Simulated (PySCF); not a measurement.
Species: In(NH3)H3.
Bonds: In1–N2. Hydrogens: H6, H7, H8 on In1; H3, H4, H5 on N2.

Method: PBE0-D3(BJ)/def2-SVP geometry optimisation, gas phase, def2 core potentials past Kr (PySCF); density fitting, grid level 1; the optimiser is geomeTRIC in internal coordinates, started from a GFN2-xTB structure with every atom displaced at random (about 0.03 Å).

At the end of the run (lengths in Å): In1–H6 1.744, In1–H8 1.744, N2–H4 1.019, In1–N2 2.400, N2–H3 1.020, In1–H7 1.744, N2–H5 1.019, H3–N2–H4 107.5°, H6–In1–H7 118.8°, N2–In1–H6 96.0°, N2–In1–H7 96.6°.

Question: These geometries were met on the way; a selection of coordinates is given. Order them by energy above the end point, lowest first.
A. In1–H6 1.766, In1–H8 1.765, N2–H4 1.012, In1–N2 2.388, N2–H3 1.014, In1–H7 1.754, N2–H5 1.020, H3–N2–H4 109.4°, H6–In1–H7 117.7°, N2–In1–H6 97.6°, N2–In1–H7 94.9°
B. In1–H6 1.620, In1–H8 1.622, N2–H4 1.094, In1–N2 2.347, N2–H3 1.052, In1–H7 1.766, N2–H5 1.019, H3–N2–H4 113.7°, H6–In1–H7 115.0°, N2–In1–H6 99.7°, N2–In1–H7 95.0°
C. In1–H6 1.748, In1–H8 1.749, N2–H4 1.019, In1–N2 2.395, N2–H3 1.018, In1–H7 1.747, N2–H5 1.019, H3–N2–H4 108.4°, H6–In1–H7 118.7°, N2–In1–H6 96.7°, N2–In1–H7 95.6°

Answer: C (0.004 eV), A (0.018 eV), B (0.390 eV).

```tsv
step	E above end (eV)	rms distance from the end, all atoms (Å)	largest force (eV/Å)	rms shift of all bonds from the end (Å)
2	0.004	0.017	0.190	0.003
1	0.018	0.031	0.528	0.013
0	0.390	0.076	2.774	0.076
```

Rows stand in the order of the answer.
